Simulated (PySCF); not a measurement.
C10H12O, SMILES CC(C)c1ccccc1C=O, GFN2-xTB optimised geometry.

```
23

C     -1.09    -2.38    -1.51
C     -1.08    -1.88    -0.06
C     -2.51    -1.76     0.46
C     -0.29    -0.60     0.00
C     -0.93     0.63    -0.01
C     -0.23     1.83     0.00
C      1.15     1.82     0.00
C      1.82     0.61     0.00
C      1.12    -0.60     0.00
C      1.94    -1.82     0.00
O      3.13    -1.84    -0.15
H     -1.57    -1.65    -2.16
H     -1.64    -3.32    -1.59
H     -0.08    -2.54    -1.88
H     -0.57    -2.63     0.56
H     -2.95    -2.75     0.55
H     -3.13    -1.19    -0.22
H     -2.53    -1.29     1.44
H     -2.01     0.67    -0.02
H     -0.77     2.76    -0.01
H      1.71     2.75     0.00
H      2.90     0.57     0.00
H      1.39    -2.76     0.17
```

Density from CAM-B3LYP/def2-SVP (PySCF) at that geometry.

Minimum of the electron density along straight lines between bonded atoms, close to the bond critical point (lines longer than 1.1 times the sum of covalent radii, or with two minima, are not listed):

```csv
bond,length / Å,ρ at the minimum / e bohr⁻³,∇²ρ there / e bohr⁻⁵,position (fraction from the first atom)
C1–C2,1.534,0.242,-0.55,0.50
C2–C3,1.529,0.245,-0.57,0.50
C2–C4,1.511,0.255,-0.61,0.49
C4–C5,1.389,0.312,-0.80,0.50
C5–C6,1.385,0.315,-0.82,0.50
C6–C7,1.385,0.315,-0.83,0.50
C7–C8,1.378,0.319,-0.84,0.50
C4–C9,1.407,0.302,-0.75,0.50
C8–C9,1.398,0.308,-0.78,0.50
C9–C10,1.469,0.278,-0.71,0.49
C10–O11,1.207,?,?,0.33
C1–H12,1.088,0.277,-1.03,0.63
C1–H13,1.088,0.277,-1.03,0.63
C1–H14,1.088,0.278,-1.03,0.63
C2–H15,1.094,0.278,-1.01,0.62
C3–H16,1.088,0.277,-1.03,0.63
C3–H17,1.087,0.277,-1.02,0.63
C3–H18,1.088,0.277,-1.03,0.63
C5–H19,1.078,0.286,-1.10,0.63
C6–H20,1.080,0.285,-1.10,0.64
C7–H21,1.079,0.284,-1.10,0.63
C8–H22,1.080,0.287,-1.14,0.65
C10–H23,1.105,0.279,-1.06,0.64
```

Task: Some entries are withheld; supply them.

Result: 
- C10–O11, ρ at the minimum / e bohr⁻³: 0.411
- C10–O11, ∇²ρ there / e bohr⁻⁵: 0.44
